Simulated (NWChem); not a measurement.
C$_{4}$H$_{2}$ClF; SMILES C#C/C(F)=C\Cl

Results from NWChem. Pople sets run with spherical d functions. Coordinates come from a PBE0/def2-SVP optimisation. Level PBE/6-31G*: energy and gradient on several grids; changes count from the extra-fine grid, which is no exact limit either.

Question: Which is the coarsest grid (medium; fine; xcoarse; coarse; xfine) from which on the energy stays within 500 μHa and each gradient component within 500 μHa/bohr of xfine?

Answer: coarse.
| grid | size of the energy change (μHa) | largest change of a gradient component (μHa/bohr) |
|---|---|---|
| xcoarse | 1000 | 5000 |
| coarse | 80 | 200 |
| medium | < 10 | < 30 |
| fine | < 10 | < 30 |
| xfine | < 10 | < 30 |
